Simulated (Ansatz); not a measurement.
Si19AsH32⁻ was relaxed with PBE-D4 (def2-SVP) in Ansatz in these states: charge -1 singlet, charge -1 triplet, neutral doublet. The geometries follow in no particular order.

Single mean-field runs in def2-SVP are fitted with def2-universal-jkfit.

A:

```xyz
52

Si    1.5411   -0.3896    3.7623
Si   -4.3332   -0.4784    2.1571
Si   -3.4060    1.8642   -0.8346
As   -0.6573    0.9783    1.2141
Si    0.4238   -2.5255    0.1683
Si   -1.5158   -1.5586   -0.7773
Si    2.3827    0.1933   -0.6948
Si    3.9086   -2.1913    1.6000
Si   -0.2181    1.8384   -2.8285
Si    1.2285   -1.3951   -4.0522
Si   -2.0847   -0.1176    2.7996
Si    0.8478    1.6876    2.9039
Si    1.6274   -2.1659    2.1933
Si   -2.0925    2.8448    0.8529
Si   -5.1221    0.6816    0.2523
Si   -1.9166    0.4377   -1.9904
Si    4.1766    0.0073    0.8078
Si    1.5762    2.2765   -1.3768
Si    3.0261   -1.0661   -2.5735
Si    0.6012    0.7596   -4.7536
H     2.9225   -0.2969    4.3654
H     0.5916   -0.7706    4.8690
H    -5.1840   -0.0842    3.3419
H    -4.5174   -1.9604    1.9469
H    -3.9867    2.8711   -1.7993
H    -0.1573   -3.9036    0.4465
H     1.4426   -2.7837   -0.9162
H    -2.5507   -1.5756    0.3294
H    -1.9599   -2.6707   -1.7068
H     4.7816   -2.4896    2.7922
H     4.2090   -3.1815    0.5052
H    -0.9015    3.1334   -3.2085
H     0.0627   -2.0402   -3.3440
H     1.6263   -2.2776   -5.2089
H    -2.0584    0.6477    4.1008
H    -1.4448   -1.4626    3.0514
H     0.1971    2.5417    3.9627
H     1.9677    2.4614    2.2633
H     1.3059   -3.3920    3.0189
H    -2.8685    3.2619    2.0783
H    -1.2705    4.0094    0.3683
H    -6.1642    1.6703    0.7138
H    -5.7884   -0.2949   -0.6833
H    -2.6643   -0.0326   -3.2227
H     4.0582    0.9731    1.9595
H     5.4882    0.2595    0.0997
H     1.1731    3.1358   -0.2070
H     2.6372    3.0233   -2.1550
H     3.6596   -2.3606   -2.1324
H     4.0746   -0.2808   -3.3316
H    -0.4780    0.7162   -5.8056
H     1.8029    1.4722   -5.3223
```

B:

```xyz
52

Si    2.889   -2.340    2.909
Si    3.729    0.425   -3.021
Si   -0.015   -0.505   -3.716
As    1.384   -1.249   -0.326
Si    1.338    1.166    2.067
Si    0.289    1.904   -0.646
Si   -1.374    0.157    1.189
Si   -0.310   -1.172    4.631
Si   -3.126    0.967   -2.102
Si   -3.199    3.638    0.807
Si    3.593   -1.114   -1.240
Si    1.909   -3.203    0.947
Si    1.753   -0.455    3.760
Si    0.463   -2.298   -2.263
Si    2.082    0.013   -4.661
Si   -0.888    1.412   -2.653
Si   -1.694   -1.593    2.778
Si   -3.041   -0.594   -0.346
Si   -2.628    1.860    2.252
Si   -4.171    2.878   -1.207
H     3.006   -3.433    3.951
H     4.306   -1.953    2.544
H     5.091    0.276   -3.669
H     3.626    1.840   -2.517
H    -0.907   -0.977   -4.848
H     2.738    1.498    1.546
H     0.902    2.408    2.832
H     1.736    2.053   -1.122
H    -0.143    3.329   -0.316
H    -0.148   -2.359    5.559
H    -0.905   -0.054    5.459
H    -3.921    0.510   -3.309
H    -2.008    4.502    0.478
H    -4.216    4.549    1.468
H     4.096   -2.446   -1.753
H     4.524   -0.683   -0.133
H     2.836   -4.168    0.240
H     0.628   -3.938    1.246
H     2.635    0.023    4.905
H     1.399   -3.281   -2.935
H    -0.772   -3.054   -1.848
H     2.570   -1.159   -5.487
H     1.998    1.199   -5.595
H    -0.839    2.481   -3.734
H    -1.276   -2.923    2.189
H    -3.128   -1.778    3.243
H    -2.686   -1.953   -0.907
H    -4.430   -0.737    0.251
H    -1.911    2.460    3.440
H    -3.951    1.344    2.780
H    -4.221    4.009   -2.212
H    -5.611    2.520   -0.905
```

C:

Cartesian coordinates in Å:
```
Si -3.4190 -1.7624 1.8425
Si -3.3875 2.4528 -2.9659
Si 0.1831 3.3465 -1.5009
As -1.8028 0.8988 0.1601
Si -0.4821 -2.4889 -0.9475
Si -0.0267 -0.5641 -2.2388
Si 1.0544 -0.7719 1.4175
Si -0.3950 -3.6471 2.9543
Si 3.2198 1.5178 -0.4585
Si 3.7889 -2.1069 -1.1566
Si -3.8522 1.7499 -0.7646
Si -2.7056 0.4197 2.3034
Si -1.6483 -3.0816 1.0258
Si -0.9316 3.0811 0.5456
Si -1.5043 3.8745 -3.0583
Si 1.3630 1.3426 -1.9152
Si 0.8221 -1.7170 3.5669
Si 2.6090 0.9651 1.7550
Si 2.8010 -2.3337 0.9760
Si 4.8414 -0.0063 -1.2187
H -4.0239 -2.4642 3.0387
H -4.5195 -1.6210 0.8147
H -4.5691 3.1916 -3.5585
H -3.1474 1.2414 -3.8300
H 1.1602 4.5032 -1.4993
H -1.2995 -3.2217 -2.0175
H 0.7916 -3.2972 -0.9041
H -1.3045 -0.0417 -2.8567
H 0.6656 -1.2441 -3.4104
H -1.4159 -4.1268 3.9679
H 0.4836 -4.8380 2.6558
H 3.7166 2.9361 -0.6733
H 2.7797 -2.1116 -2.2805
H 4.7878 -3.2031 -1.4675
H -4.4755 2.8924 0.0055
H -4.8715 0.6360 -0.8166
H -3.8354 1.3481 2.6919
H -1.6309 0.5079 3.3505
H -2.3756 -4.3521 0.6029
H -1.9981 4.1254 0.7900
H -0.0070 3.0551 1.7320
H -1.9978 5.2732 -2.7513
H -0.9712 3.9085 -4.4733
H 1.9122 1.5474 -3.3172
H -0.0613 -0.9373 4.5209
H 2.0343 -2.1313 4.3821
H 2.0320 2.2141 2.3885
H 3.9010 0.6920 2.5050
H 2.3360 -3.7719 1.0771
H 3.9924 -2.2480 1.9155
H 5.3376 0.3577 -2.6036
H 6.0458 0.0110 -0.3014
```

Question: Judge from the bond lengths which geometry belongs to which state (an estimate).

Answer: A is the neutral doublet (Si5–Si6 2.365 Å, Si7–Si18 2.336 Å, Si7–Si17 2.347 Å); B is the charge -1 triplet (Si5–Si6 3.001 Å, Si7–Si18 2.387 Å, Si7–Si17 2.386 Å); C is the charge -1 singlet (Si5–Si6 2.362 Å, Si7–Si18 2.355 Å, Si7–Si17 2.360 Å).
